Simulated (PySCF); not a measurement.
# Electron correlation in Ce²⁺ (cerium, charge +2)

Starting occupation: [Xe] 4f1 6p1, 4f7/2 with m_j = +7/2, 6p3/2 with m_j = +3/2. Calculation: PySCF 2.14, in x2c-SVPall-2c with one added diffuse shell each of s, p, d, f type (8s11p10d4f1g, 128 functions); X2C-1e with screened-nucleus spin-orbit coupling, Gaussian nucleus. Frozen: [Ar] 3d10; 28 electrons correlated; the 16 highest virtual spinors left out.

MP2 pair energies summed by pair of shells (mhartree):

```tsv
pair	energy	share (%)
4d3/2-4d5/2	-143.77	18.4
4d5/2-4d5/2	-94.76	12.1
4d5/2-5p3/2	-54.45	7.0
5p3/2-5p3/2	-53.47	6.8
5p1/2-5p3/2	-50.09	6.4
4d3/2-4d3/2	-49.22	6.3
4d3/2-5p3/2	-38.05	4.9
4d5/2-5p1/2	-28.02	3.6
4d5/2-4p3/2	-26.72	3.4
4d3/2-5p1/2	-21.18	2.7
4d3/2-4p3/2	-19.23	2.5
5p3/2-5s1/2	-18.52	2.4
4d5/2-4p1/2	-14.46	1.8
5p1/2-5p1/2	-13.70	1.8
4p3/2-4p3/2	-12.34	1.6
4d5/2-5s1/2	-11.98	1.5
4p1/2-4p3/2	-11.83	1.5
5p1/2-5s1/2	-9.39	1.2
4d3/2-4p1/2	-9.12	1.2
4f7/2-5p3/2	-8.92	1.1
5p3/2-6p3/2	-8.65	1.1
4d3/2-5s1/2	-8.62	1.1
4d5/2-4f7/2	-6.93	0.9
4d5/2-4s1/2	-5.40	0.7
5s1/2-5s1/2	-5.34	0.7
4p3/2-5p3/2	-4.86	0.6
4p3/2-5s1/2	-4.45	0.6
4f7/2-5p1/2	-4.45	0.6
4d3/2-4f7/2	-4.15	0.5
4p1/2-4p1/2	-3.70	0.5
```

Total MP2 correlation energy: -781.76 mhartree.

This basis was not built for core-valence correlation, so the inner-shell part is incomplete.
